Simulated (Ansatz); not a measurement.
Calculated with Ansatz (gas phase, PBE0-D4/def2-TZVP geometries, no zero-point term in ΔE). CCSD(T)/CBS adds triple-zeta CCSD(T) − MP2 to the extrapolated MP2 energy (def2 sets, frozen cores). DFT in def2-TZVPP. B3LYP here is the variant with VWN-RPA as its local correlation; programs differ in this. For Ge outer-core shells are correlated without core-valence functions, which leaves a few kJ/mol of doubt a bond. Scalar relativity is left out up to krypton.

`C#[C][GeH]([CH3])[CH3]` → `C=[C]1[CH2][GeH]1[CH3]`  (isomerisation)

`C#[C][GeH]([CH3])[CH3]`:

```xyz
13

C    -2.440   -0.258   -1.580
C    -1.553    0.009   -0.808
Ge   -0.125    0.407    0.400
C     0.328   -1.223    1.368
C     1.384    1.075   -0.637
H    -3.227   -0.490   -2.260
H    -0.640    1.489    1.369
H    -0.540   -1.593    1.915
H     1.134   -1.028    2.078
H     0.654   -1.993    0.668
H     1.715    0.313   -1.344
H     1.097    1.967   -1.193
H     2.214    1.325    0.025
```

`C=[C]1[CH2][GeH]1[CH3]`:

Cartesian coordinates in Å:
```
C -0.587 1.481 1.733
C 0.022 0.869 0.736
C 1.381 0.301 0.460
Ge 0.083 0.081 -1.003
C -0.715 -1.664 -1.311
H -0.067 1.701 2.665
H -1.624 1.790 1.665
H 2.194 1.012 0.328
H 1.676 -0.576 1.034
H 0.238 1.001 -2.215
H -1.733 -1.556 -1.687
H -0.742 -2.210 -0.369
H -0.128 -2.229 -2.036
```

```tsv
species	B3LYP-D4 energy (Eh)
`C#[C][GeH]([CH3])[CH3]`	-2234.32231
`C=[C]1[CH2][GeH]1[CH3]`	-2234.29373
```

Question: Work out ΔE.

Answer: ΔE = (-2234.29373) − (-2234.32231) = 0.02858 Eh = +17.9 kcal/mol. CCSD(T)/CBS gives +19.0 kcal/mol.

Largest T1 diagnostic among the species: 0.011.

In def2-TZVPP, CCSD(T) changes the Hartree–Fock value by −6.6 kcal/mol (the triples alone add −1.0 kcal/mol) and MP2 by −5.7 kcal/mol. From PBE to PBE0 (25 % exact exchange), in def2-TZVPP and without D4, ΔE moves by +1.4 kcal/mol.
